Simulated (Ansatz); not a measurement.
Start from `N[SiH](O)[SbH2]` and change one atom or group to get `N[SiH](O)F`.

Ansatz, PBE0-D4/def2-TZVP geometries, multiplicity 1. Each molecule was computed in one conformer, which needn't be the lowest.

Elements past krypton have def2 core potentials.

```json
{"property": "HOMO energy (PBE/def2-TZVPP) / eV", "`N[SiH](O)[SbH2]`": "-5.57"}
{"property": "LUMO energy (PBE0/def2-TZVPP) / eV", "`N[SiH](O)[SbH2]`": "-0.09"}
{"property": "ideal-gas entropy at 298 K and 1 bar (rigid rotor, harmonic PBE0-D4/def2-TZVP) / J/(mol·K)", "`N[SiH](O)[SbH2]`": "368"}
{"property": "HOMO energy (ωB97M-V/def2-TZVPP) / eV", "`N[SiH](O)[SbH2]`": "-8.64"}
{"property": "LUMO energy (ωB97M-V/def2-TZVPP) / eV", "`N[SiH](O)[SbH2]`": "1.60"}
{"property": "size of the dipole moment (B3LYP/def2-TZVPP) / D", "`N[SiH](O)[SbH2]`": "2.12"}
```

(1) What does the change do to each property? (Estimate.)

Answers

(1) Computed: 
```json
{"property": "HOMO energy (PBE/def2-TZVPP) / eV", "`N[SiH](O)F`": "-6.46", "shift": "-0.89"}
{"property": "LUMO energy (PBE0/def2-TZVPP) / eV", "`N[SiH](O)F`": "0.78", "shift": "0.87"}
{"property": "ideal-gas entropy at 298 K and 1 bar (rigid rotor, harmonic PBE0-D4/def2-TZVP) / J/(mol·K)", "`N[SiH](O)F`": "308", "shift": "-60"}
{"property": "HOMO energy (ωB97M-V/def2-TZVPP) / eV", "`N[SiH](O)F`": "-10.35", "shift": "-1.71"}
{"property": "LUMO energy (ωB97M-V/def2-TZVPP) / eV", "`N[SiH](O)F`": "2.19", "shift": "0.59"}
{"property": "size of the dipole moment (B3LYP/def2-TZVPP) / D", "`N[SiH](O)F`": "2.54", "shift": "0.42"}
```

With PBE0 the HOMO falls by 1.32 eV and the LUMO rises by 0.87 eV, so the gap widens by about 2.19 eV. PBE moves the HOMO by -0.89 eV and ωB97M-V by -1.71 eV. The zero-point energy changes by -28.0 kJ/mol with -6 modes. Dipoles are sizes alone; their direction can turn.

B3LYP here is the variant with VWN-RPA as its local correlation; programs differ in this.

Spin–orbit coupling is left out; it splits and shifts lone-pair levels of the heavy atoms by tenths of an eV.
